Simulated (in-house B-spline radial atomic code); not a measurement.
Computed with a B-spline radial atomic code. Model: two electrons, singlet ground state, non-relativistic, full CI in B-splines with partial waves to l = 8 (at full coupling up to 3e-4 hartree above the limit, correlation up to 0.6 % small), density held at that of full coupling by Lieb maximisation.

W(λ) is the mean repulsion in the state of coupling λ less the Hartree energy of the fixed density. Its start is exact exchange, its initial slope is twice the second-order Görling-Levy correlation energy, and its area from 0 to 1 is E_xc. A straight curve means weak, dynamic correlation, and a curve that drops fast and flattens means strong correlation.

Command:
```bash
python run_ac.py task.json out
```
Settings (lengths in bohr, energies in hartree):
```
potential              gauss
strength               18.2
lmax                   8
second                 2.37
```

Cost of the run: 7.6 s on 1 thread of Intel(R) Xeon(R) Processor @ 2.30GHz (shared host).

**W = mean repulsion less Hartree energy, and W of three functionals.**

Given: confinement Gaussian well; well depth 18.2 hartree; well width 2.37 bohr; external potential -V exp(-r^2/w^2).

Computed: PBE exchange minus exact 49.312 millihartree; SCAN exchange minus exact 4.2913 millihartree.

| coupling | W xc (hartree) | W xc minus exchange (millihartree) | kinetic minus Kohn-Sham (millihartree) | LDA (PW92) W minus its exchange (millihartree) | PBE W minus its exchange (millihartree) | SCAN W minus its exchange (millihartree) |
| --- | --- | --- | --- | --- | --- | --- |
| 0 | -1.1618 | 0 | 0 | 0 | 0 | 0 |
| 0.02 | -1.1638 | -1.97 | 0.02 | -12.33 | -3.2 | -1.9 |
| 0.05 | -1.1667 | -4.895 | 0.12 | -25.36 | -7.84 | -4.68 |
| 0.12 | -1.1734 | -11.583 | 0.69 | -48.81 | -18.06 | -10.99 |
| 0.25 | -1.1853 | -23.517 | 2.89 | -81.82 | -35.31 | -22.1 |
| 0.4 | ? | ? | ? | ? | ? | ? |
| 0.6 | -1.2146 | -52.761 | 15.2 | -144.42 | -74.37 | -49.13 |
| 0.8 | -1.2296 | -67.784 | 25.7 | -171.73 | -93.36 | -63.03 |
| 1 | ? | ? | ? | ? | ? | ? |
| 1.4 | -1.2686 | -106.73 | 68.12 | -235.14 | -140.83 | -99.53 |
| 2 | -1.3002 | -138.34 | 121.53 | -282.22 | -178.52 | -129.94 |
| 3 | -1.3411 | -179.32 | 222.96 | -340.74 | -227.57 | -170.89 |
| 4.5 | -1.3848 | -222.97 | 384.56 | -402.49 | -281.38 | -216.79 |
| 7 | -1.4315 | -269.66 | 648.19 | -470.34 | -342.32 | -268.53 |
| 10 | -1.4663 | -304.43 | 939.73 | -523.46 | -391.01 | -308.12 |

(1) What belongs in the row 0.4?

(2) What belongs in the row 1?

(3) What is the LDA exchange minus exact?

**Energy parts, natural occupations and partial-wave weights.**

Computed: total energy -27.9556 hartree; correlation energy -0.043495 hartree; kinetic part of the DFT correlation energy 0.038226 hartree; kinetic part over minus potential part 0.46776; Hartree energy 2.3237 hartree; Kohn-Sham kinetic 3.1723 hartree; Lieb Oxford ratio E_xc over LDA exchange 1.2139.

```csv
natural,occupation of the shell (electrons)
s,1.9872
p,0.011436
s,?
d,0.00044322
p,9.9505e-05
f,5.6287e-05
```

(4) What belongs in the row s?

```tsv
wave	weight
s	0.99396
p	0.0057707
d	?
f	3.1157e-05
g	7.0393e-06
```

(5) What belongs in the row d?

(6) What is the initial slope twice GL2?

(7) What is the exchange energy?

## Answers

(1) W xc (hartree): -1.1984; W xc minus exchange (millihartree): -36.542; kinetic minus Kohn-Sham (millihartree): 7.11; LDA (PW92) W minus its exchange (millihartree): -111.81; PBE W minus its exchange (millihartree): -53.14; SCAN W minus its exchange (millihartree): -34.15.

(2) W xc (hartree): -1.2435; W xc minus exchange (millihartree): -81.721; kinetic minus Kohn-Sham (millihartree): 38.23; LDA (PW92) W minus its exchange (millihartree): -195.4; PBE W minus its exchange (millihartree): -110.57; SCAN W minus its exchange (millihartree): -76.

(3) 168.9 millihartree.

(4) occupation of the shell (electrons): 0.00071044.

(5) weight: 0.00023239.

(6) -0.098894 hartree.

(7) -1.1618 hartree.

Half-way to full coupling W has made 55 % of its drop, against 50 % for a straight line, and second-order (GL2) theory, half the initial slope, overshoots the correlation energy by about 14 %: a moderate bend, as in light atoms. Over couplings 0 to 1 the errors in E_xc come to about +92 millihartree for LDA, +32 millihartree for PBE, +7.2 millihartree for SCAN, so SCAN is nearest. In LDA and PBE the errors of exchange and correlation have opposite signs, so the sum is smaller than the larger of the two.
